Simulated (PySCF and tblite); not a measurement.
Results of a calculation; reference values are marked as such.
# Rotation: stationary points, barriers and rates

System: C₃H₄BF₂N, numbered as in [H]/[N:1]=[CH:2]\[CH:3]=[CH:4]\[B:5]([F:6])[F:7].

Motion: rotation about the B5–C4 bond (torsion F6–B5–C4–C3 from 180° to 360°, rising). Level: PBE0/pcSseg-1 + D3(BJ) on PBE0-D3(BJ)/def2-SVP stationary points, with GFN2-xTB thermal terms. Rate constants are transition-state-theory values, counting equivalent paths, without tunnelling. Shieldings: GIAO at the same DFT level; methyl-like tops are averaged, other torsions stay as in the two minima; line shapes leave out couplings. Programs: tblite and PySCF.

```csv
point,symmetry,E(GFN2) kcal/mol,E(DFT) kcal/mol,ZPE change kcal/mol,lowest mode cm⁻¹,dipole D
start,Cs,0.0,0.0,0.00,60,0.32
saddle,Cs,3.7,5.8,-0.29,92i,0.96
end,Cs,0.0,0.0,0.00,60,0.32
```

| Quantity | Value |
| --- | --- |
| Electronic barrier | 5.8 kcal/mol |
| Barrier with zero-point energy | 5.5 kcal/mol |
| ΔH‡ (298 K) | 5.0 kcal/mol |
| ΔS‡ (298 K, symmetry apart) | -2.9 cal/(mol K) |
| Paths | 2 equivalent paths |
| End point | the same structure with atoms interchanged, or its mirror image |
| Mean lifetime of the start against this motion at 298 K | 1.6 ns |
| Cost | 71 s on 1 thread of Intel Xeon 6975P-C, on a host shared with other jobs (rough), peak memory 0.69 GiB, launched as `OMP_NUM_THREADS=1 python ens_run.py task.json out` |

```
T/K  ΔG‡ kcal/mol     k s⁻¹
150           5.6   4.6×10⁴
200           5.7   5.3×10⁶
250           5.8   9.4×10⁷
298           5.9   6.1×10⁸
350           6.0   2.6×10⁹
400           6.1   7.4×10⁹
500           6.4  3.2×10¹⁰
```

ΔG and ΔG‡ leave out symmetry numbers and mirror images; rates count paths: 2 out.

Sites that the motion interchanges:

```tsv
nucleus	site	ppm	scale
¹⁹F	F6	-70.9	δ against CFCl3
¹⁹F	F7	-86.9	δ against CFCl3
```

```json
{"nucleus": "¹⁹F", "sites": "F6 / F7", "¹H MHz": "100", "spread Hz": "1507", "coalescence K": "132", "k there s⁻¹": "3370"}
{"nucleus": "¹⁹F", "sites": "F6 / F7", "¹H MHz": "300", "spread Hz": "4520", "coalescence K": "139", "k there s⁻¹": "1×10⁴"}
{"nucleus": "¹⁹F", "sites": "F6 / F7", "¹H MHz": "600", "spread Hz": "9039", "coalescence K": "144", "k there s⁻¹": "2×10⁴"}
```

Coalescence temperatures outside 150 to 500 K extrapolate the thermal terms and ignore freezing or boiling of a solvent.

Unscaled ¹⁹F shifts at such levels can be off by tens of ppm; differences are more reliable.
